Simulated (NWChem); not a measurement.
System: C$_{2}$H$_{4}$BFO$_{2}$; SMILES C=COB(O)F

```xyz
10

C      0.5262     2.1393    -0.1477
C     -0.6273     1.5136     0.1429
O     -0.8793     0.1686     0.1918
B     -0.0294    -0.8810    -0.0377
O     -0.5455    -2.1346     0.0782
F      1.2690    -0.7026    -0.3660
H      1.4542     1.6075    -0.3937
H      0.5358     3.2381    -0.1370
H     -1.5429     2.0778     0.3862
H      0.1274    -2.8143    -0.1013
```
Atoms are numbered in this order, from 1.

Level: PBE-D3(BJ)/def2-SVP (NWChem), optimised geometry, unscaled harmonic frequencies. 

List the harmonic frequencies with IR intensities, and the thermochemistry.


| frequency (cm⁻¹) | IR intensity (km/mol) |
|---|---|
| 18 | 0.0 |
| 145 | 3.7 |
| 189 | 1.6 |
| 382 | 1.4 |
| 419 | 37.5 |
| 498 | 89.4 |
| 596 | 3.0 |
| 643 | 75.9 |
| 709 | 0.0 |
| 771 | 0.6 |
| 836 | 48.5 |
| 950 | 43.3 |
| 962 | 19.5 |
| 989 | 106.6 |
| 1198 | 129.1 |
| 1310 | 46.9 |
| 1349 | 61.0 |
| 1399 | 137.0 |
| 1455 | 793.8 |
| 1661 | 143.4 |
| 3107 | 5.1 |
| 3121 | 11.2 |
| 3219 | 1.1 |
| 3768 | 103.7 |

The zero-point energy is 42.4 kcal/mol and the thermal correction to the enthalpy at 298.15 K (with zero-point energy) is 47.1 kcal/mol. The heat capacity Cv comes out as 21.9 cal/(mol K), the entropy at 298.15 K and 1 atm (symmetry number 1) comes out as 82.3 cal/(mol K) and the dipole moment comes out as 1.06 D.

Rigid rotor and harmonic oscillator; modes under 100 cm⁻¹ make the entropy uncertain.
